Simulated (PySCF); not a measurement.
# [Bi(PH3)]3+ at several levels of theory

Computed with PySCF 2.14.0 (density fitting, no spin-orbit coupling) at the geometry relaxed with PBE0:

```xyz
5
[Bi(PH3)]3+ (singlet)
Bi    0.0000    0.0000   -0.3006
P     0.0000    0.0000    2.5898
H     1.3787    0.0000    2.9791
H    -0.6894    1.1940    2.9791
H    -0.6894   -1.1940    2.9791
```

```csv
level,basis,state,HOMO (eV),gap (eV),charge on Bi1 (e),dipole about the centre of mass (D),largest force component (eV/Å)
PBE0,"Bi def2-SVP with ECP60, P def2-SVP, H def2-SVP",singlet,-25.84,3.65,2.00,9.44,0.03
wB97X,the same,singlet,-27.85,7.84,2.01,9.31,0.16
PBE0,"Bi def2-TZVP with ECP60, P def2-TZVP, H def2-TZVP",singlet,-25.75,3.60,1.96,9.69,0.17
```

Charges are Mulliken's, which hang on the basis. The relaxation used the grid (50, 194), these runs (75, 302) or, all-electron (x2c bases, spin-free X2C Hamiltonian), (99, 590).

Q: What does BP86 with Bi def2-SVP with ECP60, P def2-SVP, H def2-SVP give here?

A: state singlet, HOMO (eV) -25.04, gap (eV) 1.80, charge on Bi1 (e) 1.99, dipole about the centre of mass (D) 9.63, largest force component (eV/Å) 0.26. Time: 1.5 s on 2 threads of Arm Neoverse V1, with other jobs on the host, from an already converged density.

In the first row's basis the gap widens with exact exchange: 1.8 eV for BP86 (none); 3.6 eV for PBE0 (a fixed share); 7.8 eV for wB97X (rising or full at long range).
